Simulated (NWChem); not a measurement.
Molecule: C3H7O2, doublet; SMILES CC(O)[CH]O

```xyz
12

C     -0.8978     1.3597    -0.3989
C      0.0149     0.5130     0.5059
O      1.3489     0.4605    -0.0349
C     -0.4132    -0.9228     0.6098
O     -0.0739    -1.7319    -0.4377
H     -0.5240     2.3899    -0.4914
H     -1.9104     1.4133     0.0153
H     -0.9564     0.9131    -1.3973
H      0.0326     0.9598     1.5125
H      1.5508     1.3229    -0.4279
H     -1.3606    -1.1858     1.0704
H      0.7448    -1.3408    -0.8013
```
Atoms are numbered in this order, from 1.

Computed with NWChem. Spin-unrestricted. Medium grid unless said otherwise, to which SCAN and Minnesota functionals are sensitive. Coordinates come from a B3LYP/6-31G* (spherical d), spin-unrestricted optimisation. No stability test was run on the SCF state. Total energies of different functionals are on different scales.

```json
[
 {"level": "B3LYP/def2-SVP", "energy (Ha)": "-268.7130", "highest occupied level (eV)": "(withheld)", "lowest empty minus highest occupied level, either spin (eV)": "(withheld)", "dipole (D)": "2.79", "<S²>": "0.753"},
 {"level": "PBE/def2-SVP", "energy (Ha)": "-268.3913", "highest occupied level (eV)": "-3.22", "lowest empty minus highest occupied level, either spin (eV)": "1.81", "dipole (D)": "2.67", "<S²>": "0.752"},
 {"level": "LC-BLYP (range parameter 0.33 per bohr)/def2-SVP", "energy (Ha)": "-268.0898", "highest occupied level (eV)": "-6.98", "lowest empty minus highest occupied level, either spin (eV)": "8.85", "dipole (D)": "2.88", "<S²>": "0.753"},
 {"level": "MN15-L/def2-SVP", "energy (Ha)": "-268.3932", "highest occupied level (eV)": "-3.56", "lowest empty minus highest occupied level, either spin (eV)": "2.80", "dipole (D)": "2.80", "<S²>": "0.755"},
 {"level": "r2SCAN/def2-SVP", "energy (Ha)": "-268.5636", "highest occupied level (eV)": "-3.72", "lowest empty minus highest occupied level, either spin (eV)": "2.90", "dipole (D)": "2.82", "<S²>": "0.755"},
 {"level": "r2SCAN0/def2-SVP", "energy (Ha)": "-268.5326", "highest occupied level (eV)": "-5.16", "lowest empty minus highest occupied level, either spin (eV)": "5.41", "dipole (D)": "2.96", "<S²>": "0.756"},
 {"level": "revPBE/def2-SVP", "energy (Ha)": "-268.6285", "highest occupied level (eV)": "-3.19", "lowest empty minus highest occupied level, either spin (eV)": "1.89", "dipole (D)": "2.64", "<S²>": "0.752"},
 {"level": "PW91/def2-SVP", "energy (Ha)": "-268.6114", "highest occupied level (eV)": "-3.28", "lowest empty minus highest occupied level, either spin (eV)": "1.83", "dipole (D)": "2.67", "<S²>": "0.752"},
 {"level": "M06/def2-SVP", "energy (Ha)": "-268.5475", "highest occupied level (eV)": "-4.62", "lowest empty minus highest occupied level, either spin (eV)": "4.18", "dipole (D)": "2.88", "<S²>": "0.754"},
 {"level": "SCAN/def2-SVP", "energy (Ha)": "-268.6141", "highest occupied level (eV)": "-3.71", "lowest empty minus highest occupied level, either spin (eV)": "2.75", "dipole (D)": "2.83", "<S²>": "0.754"}
]
```

Question: Fill in the missing entries.

Answer: 
- B3LYP/def2-SVP, highest occupied level (eV): -4.45
- B3LYP/def2-SVP, lowest empty minus highest occupied level, either spin (eV): 3.87
